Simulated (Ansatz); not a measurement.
Ansatz (a first-principles code) job for Se(Br)(OMe) (CH₃BrOSe), SMILES O([Se]Br)C, PBE0-D3(BJ)/def2-SVP. 

Ansatz 0.2 input:
```yaml
crystal:
  periodic: [false, false, false]
  atoms:
    - {symbol: Se, position_ang: [-0.01277713, -0.41135253, 0.91129422]}
    - {symbol: Br, position_ang: [0.79602800, 1.04648395, -0.66024511]}
    - {symbol: O, position_ang: [-0.90114907, -1.55637867, -0.14688231]}
    - {symbol: C, position_ang: [-2.13892805, -1.15880341, -0.69222741]}
    - {symbol: H, position_ang: [-2.02160753, -0.30630683, -1.36875622]}
    - {symbol: H, position_ang: [-2.49260846, -2.01916727, -1.26066725]}
    - {symbol: H, position_ang: [-2.86958112, -0.91162810, 0.08242153]}
basis:
  gaussian:
    orbitals: def2-SVP
hamiltonian:
  xc: pbe0
  dispersion: d3bj
relax: {f_tol: 0.002, max_steps: 200}
```

It prints:

```
WARN ansatz: RAYON_NUM_THREADS=1 ignored (pool sized by the plan → 1); use --threads N
Functional definition: PBE0
integrals: 0.06 GiB planned
1126 factors; integrals over basis functions are off by at most 2.7e-4 eV
mean field: 0.61 GiB planned
mean field evaluation 1: about -138486.4831 eV, gradient 4.1e1 eV
mean field evaluation 2: about -138471.7200 eV, gradient 9.3e1 eV
mean field evaluation 4: about -138490.0246 eV, gradient 4.8e0 eV
mean field evaluation 8: about -138490.0919 eV, gradient 9.1e-2 eV
mean field evaluation 16: about -138490.0919 eV, gradient 6.6e-5 eV
mean field -138490.09189036 eV, -5089.4170050148 hartree, gradient 6.6e-5 eV, S^2 0.000000; 0 other end points of the search recorded, 0 dependent functions left out
the calculation of the forces begins
reference -138490.09191316 eV, -5089.4170058527 hartree; 43, 43 occupied and 64, 64 virtual orbitals, 1126 factors
relax step   1: F+E_penalty+E_count = -138490.23560094 eV  Δ(F+E_penalty+E_count) = +0.000e0 eV  max|allowed force component| = 5.182e-1 eV/Å  Δτ_max = 0.0000 Å  (26 SCF iters, accepted)
these checks for a lower state are left out or cut short: starts, cluster_reference, orbital_swaps, neighbouring_geometries, increment
integrals: 0.06 GiB planned
1126 factors; integrals over basis functions are off by at most 2.7e-4 eV
mean field: 0.60 GiB planned
mean field -138490.11694894 eV, -5089.4179259006 hartree, gradient 2.7e-5 eV, S^2 0.000000; 0 other end points of the search recorded, 0 dependent functions left out
the calculation of the forces begins
reference -138490.11697173 eV, -5089.4179267382 hartree; 43, 43 occupied and 64, 64 virtual orbitals, 1126 factors
relax step   2: F+E_penalty+E_count = -138490.26004183 eV  Δ(F+E_penalty+E_count) = -2.444e-2 eV  max|allowed force component| = 2.255e-1 eV/Å  Δτ_max = 0.0568 Å  (30 SCF iters, accepted)
these checks for a lower state are left out or cut short: starts, cluster_reference, orbital_swaps, neighbouring_geometries, increment
integrals: 0.06 GiB planned
1126 factors; integrals over basis functions are off by at most 2.7e-4 eV
mean field: 0.60 GiB planned
mean field -138490.12134932 eV, -5089.4180876118 hartree, gradient 1.1e-5 eV, S^2 0.000000; 0 other end points of the search recorded, 0 dependent functions left out
the calculation of the forces begins
reference -138490.12137210 eV, -5089.4180884489 hartree; 43, 43 occupied and 64, 64 virtual orbitals, 1126 factors
relax step   3: F+E_penalty+E_count = -138490.26494219 eV  Δ(F+E_penalty+E_count) = -4.900e-3 eV  max|allowed force component| = 1.275e-1 eV/Å  Δτ_max = 0.0287 Å  (30 SCF iters, accepted)
these checks for a lower state are left out or cut short: starts, cluster_reference, orbital_swaps, neighbouring_geometries, increment
integrals: 0.06 GiB planned
1126 factors; integrals over basis functions are off by at most 2.8e-4 eV
mean field: 0.60 GiB planned
mean field evaluation 32: about -138490.1216 eV, gradient 2.0e-1 eV
mean field -138490.12171027 eV, -5089.4181008764 hartree, gradient 8.4e-6 eV, S^2 0.000000; 0 other end points of the search recorded, 0 dependent functions left out
the calculation of the forces begins
reference -138490.12173305 eV, -5089.4181017134 hartree; 43, 43 occupied and 64, 64 virtual orbitals, 1126 factors
relax step   4: F+E_penalty+E_count = -138490.26535380 eV  Δ(F+E_penalty+E_count) = -4.116e-4 eV  max|allowed force component| = 9.360e-2 eV/Å  Δτ_max = 0.0031 Å  (25 SCF iters, accepted)
these checks for a lower state are left out or cut short: starts, cluster_reference, orbital_swaps, neighbouring_geometries, increment
integrals: 0.06 GiB planned
1126 factors; integrals over basis functions are off by at most 2.8e-4 eV
mean field: 0.61 GiB planned
mean field -138490.12218958 eV, -5089.4181184909 hartree, gradient 1.5e-5 eV, S^2 0.000000; 0 other end points of the search recorded, 0 dependent functions left out
the calculation of the forces begins
reference -138490.12221237 eV, -5089.4181193282 hartree; 43, 43 occupied and 64, 64 virtual orbitals, 1126 factors
relax step   5: F+E_penalty+E_count = -138490.26586722 eV  Δ(F+E_penalty+E_count) = -5.134e-4 eV  max|allowed force component| = 2.391e-2 eV/Å  Δτ_max = 0.0063 Å  (26 SCF iters, accepted)
these checks for a lower state are left out or cut short: starts, cluster_reference, orbital_swaps, neighbouring_geometries, increment
integrals: 0.06 GiB planned
1126 factors; integrals over basis functions are off by at most 2.8e-4 eV
mean field: 0.61 GiB planned
mean field -138490.12231989 eV, -5089.4181232795 hartree, gradient 1.5e-5 eV, S^2 0.000000; 0 other end points of the search recorded, 0 dependent functions left out
the calculation of the forces begins
reference -138490.12234268 eV, -5089.4181241171 hartree; 43, 43 occupied and 64, 64 virtual orbitals, 1126 factors
relax step   6: F+E_penalty+E_count = -138490.26595487 eV  Δ(F+E_penalty+E_count) = -8.765e-5 eV  max|allowed force component| = 1.445e-2 eV/Å  Δτ_max = 0.0032 Å  (24 SCF iters, accepted)
these checks for a lower state are left out or cut short: starts, cluster_reference, orbital_swaps, neighbouring_geometries, increment
integrals: 0.06 GiB planned
1126 factors; integrals over basis functions are off by at most 2.8e-4 eV
mean field: 0.60 GiB planned
mean field -138490.12276029 eV, -5089.4181394640 hartree, gradient 1.3e-5 eV, S^2 0.000000; 0 other end points of the search recorded, 0 dependent functions left out
the calculation of the forces begins
reference -138490.12278312 eV, -5089.4181403029 hartree; 43, 43 occupied and 64, 64 virtual orbitals, 1126 factors
relax step   7: F+E_penalty+E_count = -138490.26621501 eV  Δ(F+E_penalty+E_count) = -2.601e-4 eV  max|allowed force component| = 2.698e-2 eV/Å  Δτ_max = 0.0163 Å  (30 SCF iters, accepted)
these checks for a lower state are left out or cut short: starts, cluster_reference, orbital_swaps, neighbouring_geometries, increment
integrals: 0.06 GiB planned
1126 factors; integrals over basis functions are off by at most 2.8e-4 eV
mean field: 0.60 GiB planned
mean field -138490.12267913 eV, -5089.4181364812 hartree, gradient 1.3e-5 eV, S^2 0.000000; 0 other end points of the search recorded, 0 dependent functions left out
the calculation of the forces begins
reference -138490.12270195 eV, -5089.4181373198 hartree; 43, 43 occupied and 64, 64 virtual orbitals, 1126 factors
relax step   8: F+E_penalty+E_count = -138490.26629785 eV  Δ(F+E_penalty+E_count) = -8.283e-5 eV  max|allowed force component| = 3.334e-2 eV/Å  Δτ_max = 0.0134 Å  (31 SCF iters, accepted)
these checks for a lower state are left out or cut short: starts, cluster_reference, orbital_swaps, neighbouring_geometries, increment
integrals: 0.06 GiB planned
1126 factors; integrals over basis functions are off by at most 2.8e-4 eV
mean field: 0.61 GiB planned
mean field evaluation 64: about -138490.1028 eV, gradient 2.0e-3 eV
mean field -138490.12291471 eV, -5089.4181451387 hartree, gradient 1.3e-5 eV, S^2 0.000000; 0 other end points of the search recorded, 0 dependent functions left out
the calculation of the forces begins
reference -138490.12293753 eV, -5089.4181459772 hartree; 43, 43 occupied and 64, 64 virtual orbitals, 1126 factors
relax step   9: F+E_penalty+E_count = -138490.26642846 eV  Δ(F+E_penalty+E_count) = -1.306e-4 eV  max|allowed force component| = 1.544e-2 eV/Å  Δτ_max = 0.0147 Å  (31 SCF iters, accepted)
these checks for a lower state are left out or cut short: starts, cluster_reference, orbital_swaps, neighbouring_geometries, increment
integrals: 0.06 GiB planned
1126 factors; integrals over basis functions are off by at most 2.8e-4 eV
mean field: 0.60 GiB planned
mean field -138490.12272226 eV, -5089.4181380664 hartree, gradient 1.3e-5 eV, S^2 0.000000; 0 other end points of the search recorded, 0 dependent functions left out
the calculation of the forces begins
reference -138490.12274507 eV, -5089.4181389044 hartree; 43, 43 occupied and 64, 64 virtual orbitals, 1126 factors
relax step  10: F+E_penalty+E_count = -138490.26631040 eV  Δ(F+E_penalty+E_count) = +1.181e-4 eV  max|allowed force component| = 2.731e-2 eV/Å  Δτ_max = 0.0167 Å  (30 SCF iters, rejected (line search))
these checks for a lower state are left out or cut short: starts, cluster_reference, orbital_swaps, neighbouring_geometries, increment
integrals: 0.06 GiB planned
1126 factors; integrals over basis functions are off by at most 2.8e-4 eV
mean field: 0.60 GiB planned
mean field -138490.12292081 eV, -5089.4181453629 hartree, gradient 7.8e-6 eV, S^2 0.000000; 0 other end points of the search recorded, 0 dependent functions left out
the calculation of the forces begins
reference -138490.12294362 eV, -5089.4181462011 hartree; 43, 43 occupied and 64, 64 virtual orbitals, 1126 factors
relax step  11: F+E_penalty+E_count = -138490.26646468 eV  Δ(F+E_penalty+E_count) = -3.622e-5 eV  max|allowed force component| = 3.492e-3 eV/Å  Δτ_max = 0.0058 Å  (25 SCF iters, accepted)
these checks for a lower state are left out or cut short: starts, cluster_reference, orbital_swaps, neighbouring_geometries, increment
integrals: 0.06 GiB planned
1126 factors; integrals over basis functions are off by at most 2.8e-4 eV
mean field: 0.60 GiB planned
mean field -138490.12291589 eV, -5089.4181451822 hartree, gradient 2.6e-5 eV, S^2 0.000000; 0 other end points of the search recorded, 0 dependent functions left out
the calculation of the forces begins
reference -138490.12293870 eV, -5089.4181460204 hartree; 43, 43 occupied and 64, 64 virtual orbitals, 1126 factors
relax step  12: F+E_penalty+E_count = -138490.26646532 eV  Δ(F+E_penalty+E_count) = -6.346e-7 eV  max|allowed force component| = 2.464e-3 eV/Å  Δτ_max = 0.0003 Å  (19 SCF iters, accepted)
these checks for a lower state are left out or cut short: starts, cluster_reference, orbital_swaps, neighbouring_geometries, increment
integrals: 0.06 GiB planned
1126 factors; integrals over basis functions are off by at most 2.8e-4 eV
mean field: 0.60 GiB planned
mean field -138490.12291666 eV, -5089.4181452103 hartree, gradient 1.5e-5 eV, S^2 0.000000; 0 other end points of the search recorded, 0 dependent functions left out
the calculation of the forces begins
reference -138490.12293946 eV, -5089.4181460484 hartree; 43, 43 occupied and 64, 64 virtual orbitals, 1126 factors
relax step  13: F+E_penalty+E_count = -138490.26646546 eV  Δ(F+E_penalty+E_count) = -1.418e-7 eV  max|allowed force component| = 2.745e-3 eV/Å  Δτ_max = 0.0002 Å  (20 SCF iters, accepted)
these checks for a lower state are left out or cut short: starts, cluster_reference, orbital_swaps, neighbouring_geometries, increment
integrals: 0.06 GiB planned
1126 factors; integrals over basis functions are off by at most 2.8e-4 eV
mean field: 0.60 GiB planned
mean field -138490.12292034 eV, -5089.4181453458 hartree, gradient 1.5e-5 eV, S^2 0.000000; 0 other end points of the search recorded, 0 dependent functions left out
the calculation of the forces begins
reference -138490.12294315 eV, -5089.4181461839 hartree; 43, 43 occupied and 64, 64 virtual orbitals, 1126 factors
relax step  14: F+E_penalty+E_count = -138490.26646558 eV  Δ(F+E_penalty+E_count) = -1.244e-7 eV  max|allowed force component| = 2.913e-4 eV/Å  Δτ_max = 0.0003 Å  (20 SCF iters, accepted)
integrals: 0.06 GiB planned
1126 factors; integrals over basis functions are off by at most 2.8e-4 eV
mean field: 0.60 GiB planned
mean field evaluation 96: about -138490.1229 eV, gradient 1.5e-5 eV
mean field -138490.12292034 eV, -5089.4181453458 hartree, gradient 1.5e-5 eV, S^2 0.000000; 1 other end points of the search recorded, 0 dependent functions left out
the calculation of the forces begins
reference -138490.12294315 eV, -5089.4181461839 hartree; 43, 43 occupied and 64, 64 virtual orbitals, 1126 factors
Total energy: -138490.26648839 eV, -5089.4234213742 hartree
Atom 0 at    -0.041640    -0.449961     0.901366 Å, force     0.000078    -0.000071    -0.000106 eV/Å
Atom 1 at     0.782808     1.113794    -0.629971 Å, force    -0.000133    -0.000057     0.000037 eV/Å
Atom 2 at    -0.886645    -1.590853    -0.168678 Å, force    -0.000148    -0.000014     0.000291 eV/Å
Atom 3 at    -2.128197    -1.167952    -0.695436 Å, force     0.000037    -0.000038    -0.000082 eV/Å
Atom 4 at    -1.992220    -0.343411    -1.415799 Å, force    -0.000197     0.000050    -0.000065 eV/Å
Atom 5 at    -2.550463    -2.035846    -1.222398 Å, force     0.000146     0.000042    -0.000067 eV/Å
Atom 6 at    -2.824266    -0.842924     0.095854 Å, force     0.000216     0.000087    -0.000009 eV/Å
Dipole moment:    -0.354850    -0.013391     0.079216 e Å
```

The calculation finished and met its thresholds.

Cost: roughly 70 core-seconds.
